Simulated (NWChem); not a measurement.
System: HfH$_{4}$O; SMILES [OH][HfH3]

Excerpt of the output:

```
             Northwest Computational Chemistry Package (NWChem) 7.3.0
             --------------------------------------------------------

 C3  symmetry detected

                             Geometry "geometry" -> ""
                             -------------------------

 Output coordinates in angstroms (scale by  1.889725989 to convert to a.u.)

  No.       Tag          Charge          X              Y              Z
 ---- ---------------- ---------- -------------- -------------- --------------
    1 Hf                  72.0000     0.00000000     0.00000000     0.19304494
    2 O                    8.0000     0.00000000    -0.00000000    -1.69663543
    3 H                    1.0000     0.00000000     0.00000000    -2.65306302
    4 H                    1.0000     1.52969066    -0.87656610     0.77563700
    5 H                    1.0000    -0.00571682     1.76303402     0.77563700
    6 H                    1.0000    -1.52397384    -0.88646792     0.77563700

 Effective nuclear repulsion energy (a.u.)     245.7862325330

      Symmetry information
      --------------------

 Group name             C3
 Group number              5
 Group order               3
 No. of unique centers     4

                                Z-matrix (autoz)
                                --------

 Units are Angstrom for bonds and degrees for angles

      Type          Name      I     J     K     L     M      Value
      ----------- --------  ----- ----- ----- ----- ----- ----------
    1 Stretch                  1     2                       1.88968
    2 Stretch                  1     4                       1.85681
    3 Stretch                  1     5                       1.85681
    4 Stretch                  1     6                       1.85681
    5 Stretch                  2     3                       0.95643
    6 Bend                     2     1     4               108.28597
    7 Bend                     2     1     5               108.28597
    8 Bend                     2     1     6               108.28597
    9 Bend                     3     1     4               108.28597
   10 Bend                     3     1     5               108.28597
   11 Bend                     3     1     6               108.28597
   12 Bend                     4     1     5               110.63002
   13 Bend                     4     1     6               110.63002
   14 Bend                     5     1     6               110.63002
   15 Torsion                  1     4     2     3        -180.00000
   16 Torsion                  1     5     2     3         180.00000
   17 Torsion                  1     6     2     3         180.00000

[...]

      ----------------------
      Optimization converged
      ----------------------

  Step       Energy      Delta E   Gmax     Grms     Xrms     Xmax
  ---- ---------------- -------- -------- -------- -------- --------
@    5    -125.54128906 -1.3D-07  0.00006  0.00003  0.00031  0.00048
                                     ok       ok       ok       ok

                                Z-matrix (autoz)
                                --------

 Units are Angstrom for bonds and degrees for angles

[...]

 Rotational Constants
 --------------------
 A=   1.769089 cm-1  (  2.545268 K)
 B=   0.249995 cm-1  (  0.359679 K)
 C=   0.249995 cm-1  (  0.359679 K)

 Temperature                      =   298.15K
 frequency scaling parameter      =   1.0000

 Zero-Point correction to Energy  =   18.182 kcal/mol  (  0.028975 au)
 Thermal correction to Energy     =   21.302 kcal/mol  (  0.033946 au)
 Thermal correction to Enthalpy   =   21.894 kcal/mol  (  0.034890 au)

 Total Entropy                    =   68.620 cal/mol-K
   - Translational                =   41.765 cal/mol-K (mol. weight = 199.9730)
   - Rotational                   =   20.013 cal/mol-K (symmetry #  =        3)
   - Vibrational                  =    6.842 cal/mol-K

 Cv (constant volume heat capacity) =   16.303 cal/mol-K
   - Translational                  =    2.979 cal/mol-K
   - Rotational                     =    2.979 cal/mol-K
   - Vibrational                    =   10.344 cal/mol-K

[normal modes left out]

 ----------------------------------------------------------------------------
 Normal Eigenvalue ||           Projected Infra Red Intensities
  Mode   [cm**-1]  || [atomic units] [(debye/angs)**2] [(KM/mol)] [arbitrary]
 ------ ---------- || -------------- ----------------- ---------- -----------
    1       -0.000 ||    0.000301           0.007         0.294       0.023
    2       -0.000 ||    0.003097           0.071         3.019       0.238
    3       -0.000 ||    0.003070           0.071         2.993       0.236
    4        0.000 ||    0.000267           0.006         0.260       0.021
    5        0.000 ||    0.000000           0.000         0.000       0.000
    6        0.000 ||    0.000062           0.001         0.061       0.005
    7      268.117 ||    0.158573           3.658       154.585      12.205
    8      268.117 ||    0.158573           3.658       154.585      12.205
    9      382.543 ||    0.025997           0.600        25.343       2.001
   10      382.543 ||    0.025997           0.600        25.343       2.001
   11      537.371 ||    0.131540           3.035       128.232      10.125
   12      658.483 ||    0.069612           1.606        67.862       5.358
   13      658.483 ||    0.069612           1.606        67.862       5.358
   14      738.874 ||    0.220134           5.079       214.598      16.944
   15     1651.198 ||    0.518394          11.960       505.356      39.901
   16     1651.198 ||    0.518394          11.960       505.356      39.901
   17     1698.519 ||    0.136177           3.142       132.752      10.482
   18     3829.292 ||    0.298754           6.892       291.240      22.995
 ----------------------------------------------------------------------------
```

Level: BLYP/def2-SVP with def2 effective core potentials on Hf. def2 effective core potentials on Hf; no spin-orbit coupling.

Write an input that gives this output.

This is not unique; one that fits is the input that was run:
```
start job
memory heap 200 mb stack 900 mb global 1100 mb
geometry units angstroms
  Hf     0.028346     0.157555    -0.002633
  O      0.083210    -1.731320    -0.008382
  H      0.111420    -2.687327    -0.011334
  H     -0.965517     0.707212     1.466338
  H      1.770231     0.790457     0.111734
  H     -0.770881     0.722014    -1.580688
end
basis spherical
  Hf library def2-svp
  O library def2-svp
  H library def2-svp
end
ecp
  Hf library def2-ecp
end
dft
  xc becke88 lyp
  iterations 150
end
driver
  maxiter 120
end
task dft optimize
dft
  grid fine
  convergence energy 1d-8 density 1d-7
end
task dft freq numerical
```
